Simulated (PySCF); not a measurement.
C2H7NSi2. Atoms are numbered in the order given.

```xyz
12

C      2.2218     0.8227    -0.0318
Si     0.7716    -0.3054    -0.4165
N     -0.5842     0.5621    -1.2542
C     -1.5768     0.4350    -0.4412
Si    -1.0063    -0.5754     1.1071
H      2.6869     1.1744    -0.9673
H      1.8928     1.7014     0.5437
H      2.9882     0.2888     0.5529
H      1.2345    -1.4814    -1.2109
H     -2.5609     0.8799    -0.6933
H     -1.6975    -1.8850     1.3203
H     -1.0391     0.1719     2.4039
```
Charge 0, spin multiplicity 1.

Geometry: B3LYP-D3(BJ)/def2-SVP. The structure was generated by enumeration; whether it is a known compound was not checked.

Level of theory: PBE/def2-TZVP in PySCF.

Isolated molecule, no solvent.

```
Property                                                                                                        Result
---------------------------------------------------------------------------------------------  -----------------------
total energy                                                                                        -713.73053 hartree
highest occupied level                                                                                        -5.32 eV
lowest empty level                                                                                            -2.18 eV
orbital gap                                                                                                    3.13 eV
dipole moment                                                                                                   1.49 D
quadrupole, principal values (traceless, Buckingham form, about the centre of nuclear charge)   -6.12, -0.32, 6.43 D·Å
mean static polarisability                                                                       86.9 bohr³ (12.87 Å³)
polarisability, principal values                                                               71.2, 81.0, 108.3 bohr³
```
